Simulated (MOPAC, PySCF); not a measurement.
C10H9BS, SMILES `Bc1c2sccc2cc(C=C)c1`, neutral singlet in the gas phase. 

Z-matrix (Å, degrees):
```
C
H 1 1.0923
C 1 1.4022 2 120.19
C 1 1.4029 2 118.80 3 -180.00
C 3 1.4115 1 118.19 2 179.99
H 5 1.0933 3 118.38 1 -179.99
C 5 1.4076 6 117.94 3 -179.99
C 7 1.4178 5 116.05 6 -179.99
C 4 1.4424 1 128.86 2 0.00
C 9 1.3612 4 112.42 1 -180.00
H 10 1.0894 9 127.51 4 179.99
H 9 1.0907 10 123.88 11 -0.01
C 3 1.4728 1 122.87 2 0.02
C 13 1.3405 3 127.48 1 -0.09
H 14 1.0922 13 120.83 3 -179.91
H 14 1.0936 15 116.53 13 -179.87
H 13 1.0959 14 118.12 15 0.06
B 7 1.5354 5 120.48 6 -0.01
H 18 1.2065 7 119.80 5 0.01
H 18 1.2069 19 119.28 7 179.98
S 10 1.7474 11 119.19 9 179.99
```
Charge 0, multiplicity 1.

All levels are single points at this geometry (B3LYP-D3(BJ)/def2-SVP); Pople sets use spherical d functions. Orbital energies aren't observables, and empty levels follow the basis.

```tsv
level	HOMO (eV)	LUMO (eV)	gap (eV)	dipole (D)	vertical IE, Delta-SCF (eV)
TPSSh-D3(BJ)/def2-TZVP in PySCF	-5.91	-2.60	3.31	2.17	7.77
B3LYP/6-311+G** in PySCF	-6.28	-2.45	3.84	2.07	–
B3LYP/6-31G* in PySCF	-6.00	-2.05	3.94	2.24	7.68
B3LYP/LANL2DZ in PySCF	-6.24	-2.32	3.92	2.39	–
HF/STO-3G in PySCF	-6.09	4.85	10.94	1.21	–
PM3 in MOPAC	-8.86	-1.07	7.79	2.56	–
```
